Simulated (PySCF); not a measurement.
**Electric field gradients and quadrupole coupling constants**

Compound: C6H15NOSi.
Structure used (GFN2-xTB), in Å, numbered top down from 1:
```
atom  x, y, z in Å
C1    -3.8081   -1.2715   -0.1576
C2    -2.4808   -0.8270   -0.6771
C3    -1.5238   -0.2642    0.0486
Si4    0.1519    0.2948   -0.6038
C5     1.5343   -0.9184   -0.1005
O6     2.7580   -0.3367   -0.5085
C7     3.8707   -1.1451   -0.2384
N8     0.5490    1.7557    0.2110
C9    -0.2543    2.9539    0.1391
H10   -4.6102   -0.7541   -0.6838
H11   -3.8999   -1.0727    0.9076
H12   -3.9399   -2.3397   -0.3298
H13   -2.3259   -0.9965   -1.7353
H14   -1.7215   -0.1078    1.1039
H15    0.1132    0.3441   -2.0785
H16    1.3972   -1.8895   -0.5933
H17    1.5543   -1.1122    0.9800
H18    3.8012   -2.1074   -0.7633
H19    3.9662   -1.3434    0.8378
H20    4.7502   -0.6055   -0.5868
H21    1.5333    1.9680    0.2905
H22   -1.3034    2.6670    0.1149
H23   -0.0442    3.5514   -0.7545
H24   -0.0791    3.5764    1.0189
```

Field gradients from the PBE0/pcSseg-1 density (PySCF, non-relativistic), principal values in atomic units, ordered |Vxx| ≤ |Vyy| ≤ |Vzz|:

```tsv
atom	Vxx	Vyy	Vzz
O6	0.0104	2.0438	-2.0542
N8	0.3126	0.7124	-1.0250
```

Problem. Find the asymmetry η = (Vxx − Vyy)/Vzz and the couplings χ = eQV/h (234.96 MHz × Q in barn × V in au), with Q(17O) = −0.0256 b, Q(14N) = 0.02044 b.

Solution. 
| atom | environment | nucleus | η | χzz (MHz) | χxx (MHz) | χyy (MHz) |
| --- | --- | --- | --- | --- | --- | --- |
| O6 | ether oxygen | 17O | 0.99 | 12.36 | -0.06 | -12.29 |
| N8 | silicon-bound nitrogen | 14N | 0.39 | -4.923 | 1.501 | 3.421 |

At O6 η is above 0.9: Vyy and Vzz are nearly equal in size and opposite in sign, so a small change could swap them and flip the sign of χzz. 

Problem. What is Vzz at N8 in SI units (1 au = 9.71736 × 10²¹ V/m²)?

Solution. -1.0250 au = -9.960 × 10²¹ V/m².

Were the hydrogens deuterons (Q(2H) = 0.00286 b), χzz would run from 103 kHz (H15) to 279 kHz (H21).

The structure is a single GFN2-xTB conformer in the gas phase; no vibrational or solvent corrections. GFN2-xTB bond lengths can be off by several hundredths of an ångström, more for odd bonds, and the gradients follow them. With so small a basis the couplings can be 20 % off.
